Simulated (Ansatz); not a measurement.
Coupled-cluster diagnostics for GeMe2H2 (C₂H₈Ge), Ansatz.

Geometry of the singlet (PBE-D4/def2-SVP):

Cartesian coordinates in Å:
```
Ge -0.404 0.492 0.438
C 1.501 0.062 0.695
H 1.918 0.629 1.550
H 2.080 0.320 -0.214
H 1.628 -1.020 0.897
C -1.133 -0.510 -1.094
H -2.205 -0.273 -1.242
H -1.035 -1.600 -0.922
H -0.584 -0.249 -2.021
H -0.566 2.020 0.188
H -1.200 0.129 1.726
```

Correlated methods freeze 11 core orbitals; core or outer-core shells of Ge are correlated, in sets that lack core-valence functions.

Task: Estimate the CCSD(T) correlation energy, the shares of MP2 and (T), T1 and the reference's ⟨S²⟩ for: charge 0, singlet, own geometry in def2-TZVPP; and the rough time on 4 threads of Intel Xeon on a shared host.

Result: 
```tsv
state	basis	correlation (eV)	MP2 share (%)	(T) share (%)	T1	⟨S²⟩ (pure)	wall time
charge 0, singlet, own geometry	def2-TZVPP	-18.895	91.0	3.5	0.010	0.00 (0.00)	2.1 min
```
Customary marks for T1 are 0.02 (closed shells), 0.045 (open shells) and about 0.05 (3d metals). T1 stays under 0.02 throughout.
